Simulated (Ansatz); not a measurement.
Input and output for Rb₈Cl₈ (started as a model of: 2x2x4 RbCl rock-salt block).

```yaml
crystal:
  periodic: [false, false, false]
  atoms:
    - {symbol: Rb, position_ang: [-1.572463, -1.565498, -4.777519]}
    - {symbol: Cl, position_ang: [-1.624589, -1.618752, -1.612044]}
    - {symbol: Rb, position_ang: [-1.632873, -1.629244, 1.599586]}
    - {symbol: Cl, position_ang: [-1.565349, -1.564172, 4.783041]}
    - {symbol: Cl, position_ang: [-1.567565, 1.568419, -4.781027]}
    - {symbol: Rb, position_ang: [-1.630883, 1.633877, -1.597441]}
    - {symbol: Cl, position_ang: [-1.617743, 1.623354, 1.614211]}
    - {symbol: Rb, position_ang: [-1.561688, 1.569781, 4.779615]}
    - {symbol: Cl, position_ang: [1.561486, -1.569168, -4.782716]}
    - {symbol: Rb, position_ang: [1.628042, -1.633962, -1.599279]}
    - {symbol: Cl, position_ang: [1.619789, -1.623108, 1.612221]}
    - {symbol: Rb, position_ang: [1.568590, -1.569224, 4.777634]}
    - {symbol: Rb, position_ang: [1.566386, 1.564809, -4.779720]}
    - {symbol: Cl, position_ang: [1.621702, 1.618663, -1.614379]}
    - {symbol: Rb, position_ang: [1.634906, 1.629527, 1.597123]}
    - {symbol: Cl, position_ang: [1.572262, 1.564719, 4.780685]}
basis:
  gaussian: {orbitals: def2-mTZVP}
hamiltonian: {xc: {name: BLYP}}
scf: {omitted_lower_state_checks: [starts]}
output: {forces: true}
```

```sh
$ ansatz run in.yaml --threads 4 --pin off --events-out ev --progress --plain --max-ram 6963MiB
```

Output, abridged:

```
Functional definition: BLYP
4424 factors; their error is unknown
mean field evaluation 1: about -105436.3351 eV, gradient 6.6e1 eV
mean field evaluation 2: about -105407.2734 eV, gradient 1.2e2 eV
mean field evaluation 4: about -105449.0806 eV, gradient 2.8e0 eV
mean field evaluation 8: about -105449.1077 eV, gradient 1.8e-1 eV
mean field evaluation 16: about -105449.0592 eV, gradient 4.8e-5 eV
mean field -105449.05917914 eV, -3875.1814488941 hartree, gradient 4.8e-5 eV, S^2 0.000000; 0 other end points of the search recorded, 0 dependent functions left out
reference -105449.05990138 eV, -3875.1814754359 hartree; 104, 104 occupied and 336, 336 virtual orbitals, 4424 factors
Total energy: -105449.05990138 eV, -3875.1814754359 hartree
Atom 0 at    -1.572463    -1.565498    -4.777519 Å, force    -0.124006    -0.123569    -0.117146 eV/Å
Atom 1 at    -1.624589    -1.618752    -1.612044 Å, force    -0.139448    -0.139147     0.002379 eV/Å
Atom 2 at    -1.632873    -1.629244     1.599586 Å, force    -0.122256    -0.121919    -0.003315 eV/Å
Atom 3 at    -1.565349    -1.564172     4.783041 Å, force    -0.143299    -0.142951     0.152083 eV/Å
Atom 4 at    -1.567565     1.568419    -4.781027 Å, force    -0.143085     0.143390    -0.151859 eV/Å
Atom 5 at    -1.630883     1.633877    -1.597441 Å, force    -0.121841     0.122235     0.003489 eV/Å
Atom 6 at    -1.617743     1.623354     1.614211 Å, force    -0.139077     0.139493    -0.002181 eV/Å
Atom 7 at    -1.561688     1.569781     4.779615 Å, force    -0.123468     0.123851     0.117308 eV/Å
Atom 8 at     1.561486    -1.569168    -4.782716 Å, force     0.142855    -0.143344    -0.152074 eV/Å
Atom 9 at     1.628042    -1.633962    -1.599279 Å, force     0.121954    -0.122258     0.003319 eV/Å
Atom 10 at     1.619789    -1.623108     1.612221 Å, force     0.139089    -0.139469    -0.002366 eV/Å
Atom 11 at     1.568590    -1.569224     4.777634 Å, force     0.123589    -0.123871     0.117176 eV/Å
Atom 12 at     1.566386     1.564809    -4.779720 Å, force     0.123747     0.123509    -0.117323 eV/Å
Atom 13 at     1.621702     1.618663    -1.614379 Å, force     0.139566     0.139123     0.002159 eV/Å
Atom 14 at     1.634906     1.629527     1.597123 Å, force     0.122221     0.121902    -0.003484 eV/Å
Atom 15 at     1.572262     1.564719     4.780685 Å, force     0.143458     0.143024     0.151835 eV/Å
Dipole moment:     0.000006     0.000126     0.000009 e Å
Checks for a lower state left out: starts
```

Run time 15 s (4 threads of AMD EPYC 9R45 on a shared host), peak host memory 2.4 GiB.

In the def2 sets Rb takes a core potential; there is no spin–orbit coupling.
